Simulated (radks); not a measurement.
Values are calculated unless marked as measured or tabulated.
These are the eigenvalues of the occupied orbitals of an atom or ion with whole-number occupations (Ry). Level of theory: scalar-relativistic Kohn-Sham, PBEsol, spin-polarised, spherical densities, finite nucleus; Fermi nuclear charge, rms radius of each element as measured or else 0.836 A^(1/3) + 0.57 fm (a radial shooting solver on a logarithmic mesh with Libxc functionals).

| orbital | eigenvalue |
|---|---|
| 1s up | -260.1903 |
| 1s down | -259.4682 |
| 2s up | -47.16043 |
| 2s down | -45.82409 |
| 2p up | -43.23769 |

Which element is it, and in what charge state? The configuration may be excited. Open shells, if any, are filled with parallel spins first.

Answer. Z = 18, argon, charge +11: Ar11+ in [He] 2s2 2p3. The list shows which subshells hold electrons but not how many an open one holds; the 1s level, -130.1 hartree, gives Z - s = 16.1 by -(Z - s)^2/2, which with screening and relativity narrows Z to a few neighbours, and the depths of the outer levels then fix element, charge and occupations together.
